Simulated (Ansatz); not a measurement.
Isolated molecules relaxed with PBE0-D4/def2-TZVP in Ansatz; ΔE leaves out vibrations. CCSD(T)/CBS adds triple-zeta CCSD(T) − MP2 to the extrapolated MP2 energy (def2 sets, frozen cores). DFT in def2-TZVPP. For Ga outer-core shells are correlated without core-valence functions, which leaves a few kJ/mol of doubt a bond. Scalar relativity is left out up to krypton. One conformer a species, not always the lowest.

Consider the redistribution: `[OH][GaH][Cl]` + `BBCC` → `C[CH2][GaH][Cl]` + `BBO`.

(1) Is it downhill or uphill in electronic energy at CCSD(T)/CBS, and by how much? (Best estimate.)

(2) What do these levels give: LDA (SPW92), r2SCAN-D4, r2SCANh-D4, ωB97M-V, B2PLYP, PBE, revPBE, r2SCAN, BHLYP, RPA@PBE/def2-TZVPP, SCS-MP2/def2-QZVPP, HF/CBS(def2)? (Estimate.)

Largest T1 diagnostic among the species: 0.013.

## Answers

(1) Ansatz gave: Downhill: ΔE = -11.7 kcal/mol.

(2) Computed: LDA (SPW92) -10.5, r2SCAN-D4 -9.2, r2SCANh-D4 -9.6, ωB97M-V -11.1, B2PLYP -10.9, PBE -10.4, revPBE -10.5, r2SCAN -9.2, BHLYP -11.3, RPA@PBE/def2-TZVPP -12.2, SCS-MP2/def2-QZVPP -11.2, HF/CBS(def2) -10.7 kcal/mol.

From r2SCAN to r2SCAN0 (25 % exact exchange), in def2-TZVPP and without D4, ΔE moves by −0.9 kcal/mol. Leaving LDA and LC-ωPBE aside and taking each functional with its dispersion term where it has one, the values, not all of them listed here, spread over 3.0 kcal/mol, from BHLYP-D4 to B97M-V. At CCSD(T), def2-SVP lies −2.0 kcal/mol from the extrapolated value and def2-TZVPP +0.4 kcal/mol.
